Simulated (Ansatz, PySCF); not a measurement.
Ways to break one bond of C[SiH](C)C:

A. C[SiH](C)C -> C[SiH]C + [CH3] (CH3)
B. C[SiH](C)C [trimethylsilane] -> C[Si](C)C + H atom
C. C[SiH](C)C [trimethylsilane] -> [CH2][SiH](C)C + H atom

Quantity: bond dissociation energy (enthalpy at 298 K, with B3LYP-D3(BJ) rigid-rotor harmonic-oscillator terms), kcal/mol. Structures are relaxed separately at B3LYP-D3(BJ)/def2-TZVP in Ansatz (a program for electronic structure), one conformer each, not searched for the lowest. Frequencies are from Ansatz or PySCF. Cores are frozen in the correlated levels unless marked. UHF or UKS for open shells. Spin-orbit coupling is left out. No relativistic terms. CBS(X,Y): correlation extrapolated as X^-3; Hartree-Fock from the larger set.

```json
[
 {"": "A", "PBE0-D3(BJ)/def2-TZVP (Ansatz + dftd3)": "88.2", "B2PLYP-D3(BJ)/def2-TZVPD (Ansatz + dftd3)": "88.6", "CCSD(T)/cc-pwCVTZ (Ansatz)": "89.7", "CCSD(T)/CBS(cc-pV(T+d)Z,cc-pV(Q+d)Z) (Ansatz)": "91.8"},
 {"": "B", "PBE0-D3(BJ)/def2-TZVP (Ansatz + dftd3)": "89.3", "B2PLYP-D3(BJ)/def2-TZVPD (Ansatz + dftd3)": "92.0", "CCSD(T)/cc-pwCVTZ (Ansatz)": "93.5", "CCSD(T)/CBS(cc-pV(T+d)Z,cc-pV(Q+d)Z) (Ansatz)": "94.7"},
 {"": "C", "PBE0-D3(BJ)/def2-TZVP (Ansatz + dftd3)": "98.0", "B2PLYP-D3(BJ)/def2-TZVPD (Ansatz + dftd3)": "99.0", "CCSD(T)/cc-pwCVTZ (Ansatz)": "100.1", "CCSD(T)/CBS(cc-pV(T+d)Z,cc-pV(Q+d)Z) (Ansatz)": "101.4"}
]
```
